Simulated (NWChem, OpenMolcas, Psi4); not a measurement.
**CH6AlOSi (SMILES [CH3][Al][O][SiH3]): the dipole moment, rung by rung**

CH6AlOSi has 10 atoms, charge 0, and is taken as a doublet. As SMILES, `[CH3][Al][O][SiH3]`. The coordinates come from a PBE0-D4/def2-TZVP relaxation. This is one conformer, not always the lowest.

```
atom    x (Å)    y (Å)    z (Å)
   C   0.2438   1.9818  -1.3414
  Al   1.0865   0.3006  -0.7661
   O   0.1942  -0.6607   0.3091
  Si  -0.2879  -1.8594   1.2940
   H  -0.7010   1.7518  -1.8445
   H   0.0148   2.5861  -0.4577
   H   0.8698   2.5660  -2.0169
   H   0.6868  -2.9846   1.2838
   H  -1.6110  -2.3778   0.8547
   H  -0.4130  -1.3550   2.6879
```

Quantity: the dipole moment, in D. The values are calculated.

| level | kind | program | value (D) | CPU time |
| --- | --- | --- | --- | --- |
| UHF/def2-SVP | Hartree–Fock | NWChem | 1.00 | 21 s |
| UPBE/def2-SVP | GGA | OpenMolcas | 0.99 | 73 s |
| U-r2SCAN-D4/def2-SVP (density fitting) | meta-GGA | Psi4 | 0.96 | 30 s |
| UM06-L/def2-SVP | meta-GGA | OpenMolcas | 0.96 | 95 s |
| UTPSS/def2-SVP | meta-GGA | OpenMolcas | 0.94 | 85 s |
| UBHLYP/def2-SVP | global hybrid | OpenMolcas | 0.98 | 75 s |
| UM06-2X/def2-SVP | hybrid meta-GGA | OpenMolcas | 0.97 | 82 s |
| UPBE0/def2-SVP | global hybrid | OpenMolcas | 0.98 | 77 s |

The values span 0.94 to 1.00 D. Magnitudes only. Times are those of the runs behind each value, whatever else they computed, on shared processors of several kinds: orders of magnitude only.
